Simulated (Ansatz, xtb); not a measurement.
## Isomers of C4H5BrN2 in order of energy

5 gas-phase structures of C4H5BrN2, from a drawn sample of its isomers (lower ones may exist). Each was relaxed with GFN2-xTB:

A. `Nn1ccc(Br)c1`, a singlet
B. `Nc1c[nH]c(Br)c1`, a singlet
C. `Nn1cccc1Br`, a singlet
D. `Nc1cc[nH]c1Br`, a singlet
E. `Nc1c[nH]cc1Br`, a singlet

Question: Which do you expect lowest at r2SCAN-D4/def2-SVP, and how would the others follow?

Answer: Calculated order at r2SCAN-D4/def2-SVP: E (0.000), D (0.018), B (0.073), C (0.983), A (1.014) eV. Less than 1 kcal/mol parts E and D; C and A, so the order within those pairs means little.

Energies above the lowest of each column, in eV; the last columns are at B3LYP/def2-SVP geometries:

```csv
structure,GFN2-xTB,HF/STO-3G,r2SCAN-D4/def2-SVP,B3LYP/def2-SVP,CCSD(T)/def2-SVP + ΔMP2/def2-TZVPP
E,0.000,0.000,0.000,0.000,0.000
D,0.004,0.010,0.018,0.016,0.021
B,0.016,0.013,0.073,0.056,0.074
C,0.737,0.592,0.983,0.940,0.931
A,0.743,0.587,1.014,0.943,0.941
```

Every level run on E puts it lowest or level with the lowest. Flexible structures stand in one conformer each, not always the lowest. ΔMP2 is the change of the MP2 energy from the smaller to the larger basis.

Over these structures GFN2-xTB departs from r2SCAN-D4/def2-SVP by 0.113 eV on average once a common shift is removed. A GFN2-xTB relaxation took about 0.062 s and the r2SCAN-D4/def2-SVP energy about 3.9 s on a shared host (Ansatz 0.2.0, xtb 6.7.1).
